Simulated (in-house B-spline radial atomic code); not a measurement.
Atomic self-consistent-field run: Ru VI (Ru5+) (an excited or competing configuration). Level of theory: Dirac-Hartree-Fock, average of the jj configuration, Fermi nucleus of rms radius 4.4809 fm; calculated with an all-electron radial atomic-structure program (B-spline basis).

In the input, a minus or plus after the letter marks the j = l - 1/2 or j = l + 1/2 subshell.

Command:
```bash
python run_scf.py task.json out
```
Settings (nuclear radius in fm, mass in u):
```
Z                44
configuration    1s2 2s2 2p6 3s2 3p6 3d10 4s2 4p-1 4p+4 4d-2 4d+1 6s1
hamiltonian      dirac
method           hf
spin_polarised   False
nucleus          fermi
rms_radius       4.4809
atomic_mass      101.90434
speed_of_light   137.035999084
```

Output (hartree, bohr):
```
 radial grid: 71 intervals, B-splines of order 8, outer radius 33.6842 bohr

 iter        energy (Eh)    residual
    1       -4512.015190    6.68e-01
    2       -4519.106169    2.30e-01
    3       -4520.055078    6.22e-02
    4       -4520.143405    2.15e-02
    5       -4520.152475    8.62e-03
    6       -4520.153769    9.02e-04
    7       -4520.153782    7.21e-05
    8       -4520.153782    8.55e-06
    9       -4520.153782    3.27e-07

 total energy                     -4520.15378
 kinetic                            4704.8913
 electron-nucleus                 -10818.6472
 electron-electron                  1593.6021

 first-order corrections (not in the total)
   Gaunt                             3.1608
   retardation                      -0.3159
   frequency dependence             -0.0217
   self-energy                       2.1301
   Uehling                          -0.2519
   Wichmann-Kroll                    0.0041
   recoil                            0.0170

 orbital      occ     eigenvalue          <r>       <r^2>       <1/r>     <1/r^2>       r_max    small
 1s1/2      2.000      -820.9567    0.0334268  0.00150891     45.8782     4466.71     0.02172  2.58e-02
 2s1/2      2.000      -123.7269     0.145018   0.0248587     10.5211     496.667      0.1228  5.37e-03
 2p1/2      2.000      -114.1911     0.123714   0.0187952     10.4605     159.741     0.09559  5.35e-03
 2p3/2      4.000      -109.3560     0.128407   0.0201213     9.91733     134.024     0.09953  5.16e-03
 3s1/2      2.000       -25.6730     0.399511    0.182678     3.64953     92.8416      0.3604  1.48e-03
 3p1/2      2.000       -21.9038     0.394039    0.180572     3.53735     29.5453      0.3483  1.41e-03
 3p3/2      4.000       -21.0745      0.40337    0.188933     3.41536     25.0831      0.3572  1.37e-03
 3d3/2      4.000       -14.4913     0.379991    0.172465     3.22418     13.1844      0.2997  1.24e-03
 3d5/2      6.000       -14.3141     0.383727    0.175733      3.1877      12.838      0.3027  1.23e-03
 4s1/2      2.000        -6.3364     0.987941     1.09785     1.37835      17.017      0.9015  3.58e-04
 4p1/2      1.000        -5.1938      1.04908     1.24616     1.28274     5.29571      0.9458  3.21e-04
 4p3/2      4.000        -4.9288      1.07232     1.30119     1.24503     4.50067      0.9658  3.08e-04
 4d3/2      2.000        -3.1072      1.26628     1.84349      1.0272     1.95344       1.098  2.23e-04
 4d5/2      1.000        -3.1421      1.26467      1.8373     1.02783     1.94314         1.1  2.24e-04
 6s1/2      1.000        -1.1384      4.01619     17.9169    0.331171     1.36979        4.05  4.32e-05
```

Run time, properties included: 1 s on 1 thread of Arm Neoverse V2 (shared host).

For the Dirac Hamiltonian the kinetic term is c α·p + (β - 1)c².
